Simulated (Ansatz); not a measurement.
C2H8Si2, SMILES `[SiH3]/C=C/[SiH3]`, relaxed with RKS PBE0-D4/def2-TZVP in the Gaussian-basis code of Ansatz from a PBE-D4/def2-SVP geometry. The force threshold is 0.005 eV/Å; the program also tests the step.

The species carries charge 0 and has multiplicity 1.

Start:

```xyz
12

Si   -0.622    1.069   -1.976
C    -0.216    0.612   -0.195
C     0.222   -0.610    0.195
Si    0.621   -1.070    1.976
H     0.225    2.228   -2.436
H    -0.367   -0.120   -2.862
H    -2.064    1.488   -2.102
H    -0.348    1.396    0.578
H     0.353   -1.393   -0.578
H     2.059   -1.502    2.106
H     0.376    0.121    2.862
H    -0.238   -2.220    2.433
```

(1) How much energy does the relaxation release, and in how many steps? (Estimate.)

(2) Which bonds change most? (Best estimate.)

(3) Give the relaxed structure. (Estimate.)

## Answers

(1) The calculation gave: 4.57 kJ/mol, in 5 steps, 1 of them rejected.

(2) The calculation gave: Si1–H7 from 1.507 to 1.488 Å; Si1–C2 from 1.883 to 1.864 Å; C3–Si4 from 1.883 to 1.864 Å; Si4–H12 from 1.507 to 1.488 Å.

(3) Computed: 
```xyz
12

Si   -0.615    1.057   -1.951
C    -0.217    0.604   -0.187
C     0.218   -0.604    0.187
Si    0.615   -1.057    1.951
H     0.230    2.196   -2.404
H    -0.363   -0.124   -2.819
H    -2.038    1.472   -2.077
H    -0.346    1.368    0.581
H     0.348   -1.368   -0.581
H     2.036   -1.479    2.077
H     0.369    0.126    2.818
H    -0.236   -2.191    2.405
```
